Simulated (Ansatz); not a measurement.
Cost and result for the atomization energy of BH₄NSSi (`NB1[SiH2]S1`) (8 atoms, 8 bonds).

Total charge 0; spin multiplicity 1. The geometry is a stationary point of PBE0-D4/def2-TZVP. It is one conformer, not always the lowest. Program: Ansatz. All runs use 4 threads of a server CPU on a shared host. Times are those of one run each, without the atoms' runs, and a repeat can differ threefold. Electronic energies, without spin–orbit coupling; frozen cores. CCSD(T)/CBS adds CCSD(T) − MP2 in def2-TZVPP to the MP2 limit, and its time is that of the two runs behind it. T1 = 0.014. B3LYP takes the VWN-RPA correlation (the form of Gaussian; ORCA's B3LYP/G).

CCSD(T)/CBS is a level of theory with its own doubt, some kJ/mol a heavy atom from the limit and from the frozen cores, so smaller differences don't rank the functionals.

```tsv
level	functions	wall time	atomization (kJ/mol)	difference from CCSD(T)/CBS	per bond
LDA (SPW92)/def2-TZVPP	202	1.4 s	3206.4	428.3	53.5
CCSD(T)/def2-SVP	84	2.2 s	2585.0	-193.1	-24.1
BLYP-D4/def2-TZVPP	202	2.4 s	2789.3	11.2	1.4
PBE0-D4/def2-TZVPP	202	3.4 s	2807.1	29.0	3.6
CAM-B3LYP-D4/def2-TZVPP	202	3.7 s	2795.1	17.0	2.1
B3LYP-D4/def2-TZVPP (with forces)	202	4.5 s	2793.3	15.2	1.9
B2PLYP/def2-TZVPP	202	5.5 s	2755.7	-22.4	-2.8
ωB97X-V/def2-TZVPP	202	8.5 s	2813.0	34.9	4.4
B97M-V/def2-TZVPP	202	9.5 s	2833.2	55.1	6.9
ωB97M-V/def2-TZVPP (with forces)	202	12 s	2810.9	32.8	4.1
MP2/def2-QZVPP	374	17 s	2793.6	15.5	1.9
CCSD(T)/def2-TZVPP	202	48 s	2689.3	-88.8	-11.1
CCSD(T)/CBS(def2)	–	65 s	2778.1	0.0	0.0
```

From PBE to PBE0 (25 % exact exchange), in def2-TZVPP and without D4, the atomization energy moves by −48.6 kJ/mol: exact exchange takes away binding that semilocal exchange gives to molecules. The D4 term adds +29.3 kJ/mol with B3LYP and +15.1 kJ/mol with PBE0; it sums over pairs of atoms, weighted by their polarisabilities, and B3LYP, whose exchange is more repulsive, gets the larger term. At CCSD(T), def2-SVP lies −193.1 kJ/mol from the extrapolated value and def2-TZVPP −88.8 kJ/mol: correlation converges slowly with the basis, and small sets miss more of it in the bonded molecule than in its fragments.
